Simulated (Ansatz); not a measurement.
`C[S][Mg][F]` + H₂ → `[F][MgH]` + CH₃SH at 298.15 K and 1 bar (hydrogenolysis of a Mg–S bond).

Program: Ansatz. Geometries: PBE0-D4/def2-TZVP. ΔE: electronic, gas phase. CCSD(T)/CBS is the MP2 limit (def2-TZVPP, def2-QZVPP) plus CCSD(T) − MP2 in def2-TZVPP, frozen cores. This one scheme is used for every species. For Mg outer-core shells are correlated without core-valence functions, which leaves a few kJ/mol of doubt a bond. Each species was taken in one conformer, which may not be the lowest.

```json
{"species": "`C[S][Mg][F]`", "CCSD(T)/CBS energy (Eh)": "-737.42523", "H − E (kJ/mol)": "126.2", "S (J/(mol·K))": "337.3"}
{"species": "H₂", "CCSD(T)/CBS energy (Eh)": "-1.17544", "H − E (kJ/mol)": "35.1", "S (J/(mol·K))": "130.4"}
{"species": "`[F][MgH]`", "CCSD(T)/CBS energy (Eh)": "-300.33731", "H − E (kJ/mol)": "29.2", "S (J/(mol·K))": "227.9"}
{"species": "CH₃SH", "CCSD(T)/CBS energy (Eh)": "-438.22835", "H − E (kJ/mol)": "133.0", "S (J/(mol·K))": "253.2"}
```

H − E and S are ideal-gas, rigid-rotor, harmonic terms from PBE0-D4/def2-TZVP, for one conformer and one mirror image of each species. The MP2-based limit puts H₂ 0.8 mEh under its directly extrapolated value; such offsets cancel only in part. 1 Eh = 2625.50 kJ/mol, R = 8.31446 J/(mol·K).

Q: By hand: ΔE, ΔH, ΔS and ΔG.

A: ΔE = (-300.33731) + (-438.22835) − (-737.42523) − (-1.17544) = 0.03501 Eh = 91.9 kJ/mol. Δ(H − E) = 29.2 + 133.0 − 126.2 − 35.1 = 0.9, so ΔH = 92.8 kJ/mol. ΔS = 227.9 + 253.2 − 337.3 − 130.4 = 13.4 J/(mol·K). ΔG = 92.8 − 298.15 × (13.4)/1000 = 88.8 kJ/mol.

Q: By hand: the equilibrium constant, and the temperature at which ΔG would vanish if ΔH and ΔS stayed fixed.

A: log₁₀ K = −ΔG/(RT ln 10) = -15.6. ΔG = 0 at ΔH/ΔS = 6925 K, far beyond where these terms or the molecules hold.

The number of gas molecules stays the same, so ΔS is small and ΔH decides. A doubt of 5 kJ/mol in ΔE shifts log₁₀ K by 0.9 here. Other conformers and mirror images would add mixing entropy, several J/(mol·K) or more a flexible species. These are equilibria of isolated gas molecules and say nothing of rates. Largest T1 diagnostic: 0.011 (customary marks: 0.02 for closed shells, 0.045 for open ones).
